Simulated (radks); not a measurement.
The numbers below are computed, except where a source is named.
The mean radii <r> (bohr) of the occupied orbitals of an atom or ion are listed with their occupations. Level of theory: scalar-relativistic Kohn-Sham, BLYP, spin-polarised, spherical densities, finite nucleus; Fermi nuclear charge, rms radius of each element as measured or else 0.836 A^(1/3) + 0.57 fm (a radial shooting solver on a logarithmic mesh with Libxc functionals).

orbital  occ.      <r>
1s up       1  0.01578
1s down     1  0.01577
2s up       1  0.06525
2s down     1  0.06528
2p up       3  0.05906
2p down     2  0.05910

Name the element and its charge. Open shells, if any, are filled with parallel spins first.

Answer. Z = 83, bismuth, charge +74: Bi74+ in [He] 2s2 2p5. The 1s radius gives Z: for a bare nucleus <r> = (2 gamma + 1)/(2Z) with gamma = sqrt(1 - (Z/c)^2), 0.01561 bohr for Z = 83, and screening makes it slightly larger (0.01578 here). The occupations add up to 9, and the charge is Z minus that.
